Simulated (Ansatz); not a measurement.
`Cl[Si](Cl)(Cl)Br` + `N=C=O` → `O=C=N[Si](Cl)(Cl)Cl` + HBr  (ligand exchange at the Si–Br bond)

Isolated molecules relaxed with PBE0-D4/def2-TZVP in Ansatz; ΔE leaves out vibrations. CCSD(T)/CBS is the MP2 limit (def2-TZVPP, def2-QZVPP) plus CCSD(T) − MP2 in def2-TZVPP, frozen cores. This one scheme is used for every species. Functionals use def2-TZVPP. For Br outer-core shells are correlated without core-valence functions, which leaves a few kJ/mol of doubt a bond. Scalar relativity is left out up to krypton. Each species was taken in one conformer, which may not be the lowest.

Task: Is it downhill or uphill in electronic energy at CCSD(T)/CBS, and by how much? (An estimate is asked.)

Result: The calculation gave: Downhill: ΔE = -6.5 kJ/mol.

Task: What do these levels give: PBE-D4, r2SCAN0, CAM-B3LYP, CCSD/def2-SVP, MP2/def2-TZVPP, MP2/def2-QZVPP? (An estimate is asked.)

Result: Computed: PBE-D4 1.5, r2SCAN0 -7.8, CAM-B3LYP -16.2, CCSD/def2-SVP -21.8, MP2/def2-TZVPP -10.5, MP2/def2-QZVPP -6.6 kJ/mol.

Largest T1 diagnostic among the species: 0.018.

In def2-TZVPP, CCSD(T) changes the Hartree–Fock value by +11.1 kJ/mol (the triples alone add +2.4 kJ/mol) and MP2 by +14.3 kJ/mol. At CCSD(T), def2-SVP lies −13.1 kJ/mol from the extrapolated value and def2-TZVPP −7.2 kJ/mol. From BLYP to BHLYP (50 % exact exchange), in def2-TZVPP and without D4, ΔE moves by −10.0 kJ/mol.
